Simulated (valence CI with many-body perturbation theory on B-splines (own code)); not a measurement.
The numbers below are computed, except where a source is named.
**Ti XVIII: what the settings do**

Level of theory: valence CI with perturbative core correlation (CI+MBPT): three valence electrons over a frozen Dirac-Fock core [He], radial functions for each j: 6 s, 6 p, 5 d, 3 f, 1 g, with the one-electron correlation potential Σ1, the two-electron term Σ2, the three-electron term Σ3, Breit, model QED; selected CI, second order for the rest, scaled by the run's own slope (own B-spline code, finite nucleus).

No measured spectrum was set against this ion. As an estimate, levels of excited configurations hold to 0.05 to 0.15 % of their energy, terms of the ground configuration to about 0.5 %.

The reference run has the lowest level 2s²2p ²P°_1/2 and an ionisation energy of 1220.38 eV. Its largest variational space holds 4165 state functions.

Names give the largest LS component (configuration and term), which can be under half, so a name can repeat, a term be missing and a line seem to break the LS rules; names also repeat where a configuration has a term twice.

Changed runs:
A. size limit of the variational space 10000 → 6000; QED terms on → off
B. hole-hole ladder in Σ2 on → off
C. factor on the speed of light 1 → 10; QED terms on → off; logarithmic knot step 0.27 → 0.2
D. closed core [He] → [He] 2s1 (bad on purpose)

Excitation energies of the reference run in cm⁻¹, and shifts in cm⁻¹:

| Level | Reference | A | B | C |
| --- | --- | --- | --- | --- |
| 2s²2p ²P°_3/2 | 56253 | -132 | -1.5 | -55701 |
| 2s2p² ⁴P_1/2 | 309348 | +1854 | -70 | -45760 |
| 2s2p² ⁴P_3/2 | 332818 | +1784 | -72 | -69043 |
| 2s2p² ⁴P_5/2 | 360259 | +1719 | -72 | -96187 |
| 2s2p² ²D_3/2 | 556190 | +1782 | -72 | -80029 |
| 2s2p² ²D_5/2 | 562084 | +1748 | -72 | -85930 |
| 2s2p² ²S_1/2 | 674332 | +1875 | +3.0 | -61952 |
| 2s2p² ²P_1/2 | 734371 | +1744 | -8.5 | -88084 |
| 2s2p² ²P_3/2 | 747644 | +1762 | -72 | -100993 |
| 2p³ ⁴S°_3/2 | 962065 | +3729 | -69 | -125319 |
| 2p³ ²D°_3/2 | 1079190 | +3740 | -62 | -119721 |
| 2p³ ²D°_5/2 | 1089390 | +3699 | -72 | -129935 |
| Ionisation energy (eV) | 1220.38 | -0.024 | -0.0018 | -7.67 |

Run D: It gave no result: the perturbation theory needs a core of closed shells. The program said: "the core must hold closed shells only".
